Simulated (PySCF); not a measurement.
Zn(NH2)(GeH3) (GeH5NZn), SMILES [NH2][Zn][GeH3]. Atoms are numbered in the order given.

```xyz
8

Zn    -0.0522     0.7658    -0.5034
N      0.0177     2.3252    -1.4663
H     -0.5470     3.1156    -1.1578
H     -0.0582     2.2762    -2.4816
Ge     0.0561    -1.2329     0.8011
H      1.0217    -2.2807     0.1940
H      0.5489    -0.9728     2.2460
H     -1.3179    -1.9348     0.9311
```

Coordinates come from a B3LYP-D3(BJ)/def2-SVP optimisation. The structure was generated by enumeration; whether it is a known compound was not checked. The values are those of a single conformer.

Two levels are set side by side: PBE/pcSseg-1 (PySCF) and HF/pcSseg-1 (PySCF). GIAO shifts against GeH4 (⁷³Ge), NH3 (¹⁵N), TMS (¹H) at the same level; non-relativistic, no solvent, atoms listed together averaged. Differences are taken from unrounded values.

```tsv
quantity	PBE
δ(¹⁵N) of N2 (ppm)	22.1
δ(¹H) of H3, H4 (ppm)	0.59
δ(⁷³Ge) of Ge5 (ppm)	-89.8
δ(¹H) of H6, H7, H8 (ppm)	3.55
```

These are the PBE values. What does HF give? (Estimate from the structure and the level; the computed values follow.)


| quantity | HF | PBE minus HF |
|---|---|---|
| δ(¹⁵N) of N2 (ppm) | -16.8 | 38.9 |
| δ(¹H) of H3, H4 (ppm) | -0.33 | 0.92 |
| δ(⁷³Ge) of Ge5 (ppm) | -98.6 | 8.8 |
| δ(¹H) of H6, H7, H8 (ppm) | 3.21 | 0.34 |

Rough cost on one machine, each run with all the roots and properties that it gave: HF against PBE within a factor of 2.
